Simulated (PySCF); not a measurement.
Species: C4H10SSi2.
Structure used (PBE0-D3(BJ)/def2-SVP), in Å, numbered top down from 1:
```
atom  x, y, z in Å
C1    -1.712    1.934    0.960
S2    -2.310    0.343    0.370
C3    -0.825   -0.617    0.351
Si4   -0.986   -2.390   -0.262
C5     0.354   -0.181    0.733
C6     1.549    0.253    1.058
Si7    2.678    1.056   -0.204
H8    -1.274    1.844    1.965
H9    -0.967    2.356    0.269
H10   -2.587    2.597    1.001
H11   -1.874   -3.169    0.653
H12   -1.590   -2.397   -1.627
H13    0.375   -2.996   -0.294
H14    1.892    0.139    2.097
H15    1.971    1.115   -1.516
H16    3.948    0.279   -0.350
H17    3.039    2.441    0.231
```

Theory: PySCF, PBE0-D3(BJ)/def2-SVP geometry optimisation, gas phase.

Masses are those of the commonest isotopes; rigid-rotor values at the optimised geometry. The values belong to one conformer with, in the numbering `[CH3:1][S:2][C:3]([SiH3:4])=[C:5]=[CH:6][SiH3:7]`, C1–S2–C3–Si4 -178°.

Task: Give the principal moments of inertia and the rotational constants in GHz.

Result: Ia = 301.15, Ib = 581.12, Ic = 820.58 u·Å²; 505379 MHz·u·Å²/I gives 1678, 869.7 and 615.9 MHz, that is A = 1.6782, B = 0.8697, C = 0.6159 GHz.

Task: What kind of rotor is it?

Result: An asymmetric top. Ray's parameter κ = (2B − A − C)/(A − C) = -0.522; −1 is the prolate and +1 the oblate limit.

Task: Is it planar, by Δ = Ic − Ia − Ib?

Result: Not planar: Δ = Ic − Ia − Ib = -61.70 u·Å². For a rigid frame Δ = −2 Σ m c², so Σ m c² = 30.85 u·Å² lies off the ab plane: 11.70 from hydrogen and 19.15 from heavier atoms. The atom farthest from that plane is 1.96 Å away.

Task: Give the other two planar moments, Paa and Pbb, and the rms extents of the mass along the axes.

Result: Paa = Σ m a² = (Ib + Ic − Ia)/2 = 550.27 and Pbb = Σ m b² = (Ia + Ic − Ib)/2 = 270.30 u·Å². With the mass M = 146.00 u, the rms extents √(P/M) along a, b and c are 1.94, 1.36, 0.46 Å.

Task: List the rotational levels J(Ka,Kc) to J = 5 (MHz).

Result: Above 0(0,0):
J = 1: 1(0,1) 1486, 1(1,1) 2294, 1(1,0) 2548
J = 2: 2(0,2) 4406, 2(1,2) 5011, 2(1,1) 5773, 2(2,1) 8198, 2(2,0) 8249
J = 3: 3(0,3) 8671, 3(1,3) 9058, 3(1,2) 10574, 3(2,2) 12655, 3(2,1) 12897, 3(3,1) 17361, 3(3,0) 17367
J = 4: 4(0,4) 14193, 4(1,4) 14408, 4(1,3) 16901, 4(2,3) 18557, 4(2,2) 19219, 4(3,2) 23388, 4(3,1) 23433, 4(4,1) 29862, 4(4,0) 29862
J = 5: 5(0,5) 20928, 5(1,5) 21035, 5(1,4) 24671, 5(2,4) 25872, 5(2,3) 27221, 5(3,3) 30934, 5(3,2) 31104, 5(4,2) 37402, 5(4,1) 37408, 5(5,1) 45716, 5(5,0) 45716
The levels of one J sum to (2J + 1)J(J + 1)(A + B + C)/3.

Task: Which types of transition are allowed, and where do some lines up to J = 3 fall?

Result: The dipole components are |μa| = 0.76 D, |μb| = 0.88 D, |μc| = 0.57 D. The squared components, which scale the intensities, stand as 0.75 : 1.00 : 0.42 (a : b : c). Some lines, for components of 0.1 D or more:

| type | branch | J(Ka,Kc) | MHz | lower level (cm⁻¹) |
| --- | --- | --- | --- | --- |
| c | Q | 3(1,3) ← 3(0,3) | 387 | 0.289 |
| a | Q | 2(1,1) ← 2(1,2) | 761 | 0.167 |
| c | Q | 1(1,1) ← 1(0,1) | 808 | 0.050 |
| b | Q | 1(1,0) ← 1(0,1) | 1062 | 0.050 |
| b | Q | 3(1,2) ← 3(0,3) | 1903 | 0.289 |
| b | R | 2(0,2) ← 1(1,1) | 2112 | 0.077 |
| b | Q | 2(2,0) ← 2(1,1) | 2476 | 0.193 |
| a | R | 2(1,2) ← 1(1,1) | 2717 | 0.077 |
| b | Q | 3(2,2) ← 3(1,3) | 3597 | 0.302 |
| a | R | 3(1,3) ← 2(1,2) | 4047 | 0.167 |
| a | R | 3(0,3) ← 2(0,2) | 4265 | 0.147 |
| a | R | 3(2,2) ← 2(2,1) | 4457 | 0.273 |
| b | Q | 3(3,0) ← 3(2,1) | 4470 | 0.430 |
| a | R | 3(2,1) ← 2(2,0) | 4648 | 0.275 |
| b | R | 3(1,3) ← 2(0,2) | 4652 | 0.147 |
| c | R | 2(2,0) ← 1(1,0) | 5701 | 0.085 |
| c | R | 2(2,1) ← 1(1,1) | 5904 | 0.077 |
| b | R | 2(2,0) ← 1(1,1) | 5955 | 0.077 |
| b | R | 3(2,2) ← 2(1,1) | 6882 | 0.193 |
| c | R | 3(2,1) ← 2(1,1) | 7125 | 0.193 |
| c | R | 3(2,2) ← 2(1,2) | 7643 | 0.167 |
| c | R | 3(3,0) ← 2(2,0) | 9118 | 0.275 |
| b | R | 3(3,0) ← 2(2,1) | 9169 | 0.273 |

Task: Estimate the classical rotational partition function at 50 K, 200 K and 500 K.

Result: Point group C1, symmetry number σ = 1; q = (√π/σ)·√((kT/h)³/(ABC)), k/h = 20836.6 MHz/K: 62900 at 50 K, 503000 at 200 K, 1990000 at 500 K.

Stationary, but not proved a minimum. No vibrational averaging or centrifugal distortion is included, and the geometry carries the error of its method. A rigid rotor knows nothing of internal rotation, which can split or shift real lines.
